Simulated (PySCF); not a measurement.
Series: silicon hydride cages (EH)n. Isolated molecules, 0 K electronic values unless said otherwise. Each species was relaxed from one start; no search for lower structures was made at this level. Strings in code marks are SMILES.

Level of theory: PBE-D3(BJ)/def2-SVP // B3LYP-D3(BJ)/def2-SVP run with PySCF 2.14.0. All candidates: neutral, multiplicity 1. Excitations are Tamm–Dancoff values on a coarser integration grid. The basis has no diffuse functions, so Rydberg states are missing or too high.

* **dipole moment**: 0.00 D
* **HOMO**: -5.49 eV
* **S1 excitation (TDA)**: 3.09 eV

Question: Identify which member has these values.
A. [3]prismane cage Si6H6 `[SiH]12[SiH]3[SiH]1[SiH]1[SiH]2[SiH]31`
B. [5]prismane cage Si10H10 `[SiH]12[SiH]3[SiH]4[SiH]1[SiH]1[SiH]2[SiH]2[SiH]3[SiH]4[SiH]12`
C. [4]prismane cage Si8H8 `[SiH]12[SiH]3[SiH]4[SiH]1[SiH]1[SiH]2[SiH]3[SiH]41`

Answer: C, [4]prismane cage Si8H8 `[SiH]12[SiH]3[SiH]4[SiH]1[SiH]1[SiH]2[SiH]3[SiH]41`. The others give [3]prismane cage Si6H6 `[SiH]12[SiH]3[SiH]1[SiH]1[SiH]2[SiH]31`: 0.00 D, -5.26 eV, 3.18 eV; [5]prismane cage Si10H10 `[SiH]12[SiH]3[SiH]4[SiH]1[SiH]1[SiH]2[SiH]2[SiH]3[SiH]4[SiH]12`: 0.00 D, -5.90 eV, 3.38 eV
